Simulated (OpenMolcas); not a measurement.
Er3+ among 6 point charges of -0.5 e arranged as a trigonal prism (D3h), with a polar angle of 42.7° against the regular 49.1°.

```yaml
Program: OpenMolcas 26.06
Method: CASSCF
Basis: ANO-RCC-VDZP [7s6p4d2f1g]
Scalar_Hamiltonian: DKH2, point nucleus
Active_space: 11 electrons in 7 orbitals (4f)
State_averaging: 2S+1 = 4 odd, 35 roots (30 in the spin-orbit step); 2S+1 = 2 odd, 67 roots kept (CI in the orbitals of an earlier block)
Spin-orbit_coupling: state interaction with AMFI integrals over the reference wave functions
```

All point charges move together. At R = 2.5 Å the width of the lowest J multiplet is 273 cm-1, and at R = 2.93 Å it is 175 cm-1.

Task: A third run gives 220 cm-1. What distance was it run at?

Result: With a power law R^-n the two known points give n = -ln(175 / 273) / ln(2.93 / 2.5) = 2.80. Then R = 2.5 × (273 / 220)^(1/2.80) = 2.700 Å. The run was at 2.7 Å, so the estimate is off by 0 Å.

High states are left out of the spin-orbit mixing, which shifts the levels that they would mix with. This is an electrostatic model: the charges have no orbitals. An unlabelled pair can be two single states that coincide in this model. No measured value stands beside these numbers.
